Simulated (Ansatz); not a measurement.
Abridged output of a molecular run in Ansatz:

```
Functional definition: HF
835 factors; integrals over basis functions are off by at most 1.0e-3 eV
mean field evaluation 1: about -3927.4599 eV, gradient 2.9e1 eV
mean field evaluation 2: about -3927.4628 eV, gradient 2.9e1 eV
mean field evaluation 4: about -3929.9557 eV, gradient 4.1e0 eV
mean field evaluation 8: about -3930.0080 eV, gradient 5.3e-4 eV
mean field -3930.00797655 eV, -144.4251292831 hartree, gradient 2.6e-6 eV, S^2 0.000000; 0 other end points of the search recorded, 0 dependent functions left out
4 core orbitals not correlated: weight in the atoms' cores, before any rotation towards them, 1.000 or more for the frozen orbitals, at most 0.000 for the correlated occupied ones
reference -3930.00797655 eV, -144.4251292831 hartree; 10, 10 occupied and 67, 67 virtual orbitals, 835 factors
second order -13.29733911 eV of doubles, -0.00000000 eV of singles
cycle   1  -13.80984404 eV  change   -5.1e-1 eV  update   9.2e-2
cycle   2  -14.19477776 eV  change   -3.8e-1 eV  update   2.8e-2
cycle   3  -14.28971498 eV  change   -9.5e-2 eV  update   1.7e-2
cycle   4  -14.28558991 eV  change    4.1e-3 eV  update   6.0e-3
cycle   5  -14.28526862 eV  change    3.2e-4 eV  update   3.3e-3
cycle   6  -14.28551389 eV  change   -2.5e-4 eV  update   1.1e-3
cycle   7  -14.28514748 eV  change    3.7e-4 eV  update   3.7e-4
cycle   8  -14.28521883 eV  change   -7.1e-5 eV  update   1.2e-4
cycle   9  -14.28523547 eV  change   -1.7e-5 eV  update   3.8e-5
cycle  10  -14.28522389 eV  change    1.2e-5 eV  update   1.6e-5
perturbative correction -0.55272450 eV, -0.0203122506 hartree
Total energy: -3944.84592494 eV, -144.9704138289 hartree
```

Its atoms:

```xyz
9

B    -0.081    0.827    0.864
C    -0.880    0.118   -0.137
B     0.733   -0.327   -0.124
N    -0.398   -1.225   -0.307
H     0.767   -0.054    1.292
H     0.069    1.933    1.254
H    -1.462    0.583   -0.926
H     1.777   -0.244   -0.680
H    -0.524   -1.609   -1.236
```

Task: Which basis set was used?
A. def2-SVP
B. cc-pV(Q+d)Z
C. def2-TZVPPD
D. def2-QZVPP

Result: A. It gives 81 functions.

Task: Write the keys of the input that set method, charge and spin (a neutral closed shell needs none for the last two).

Result: 
```yaml
correlation: {method: ccsd_t}
```
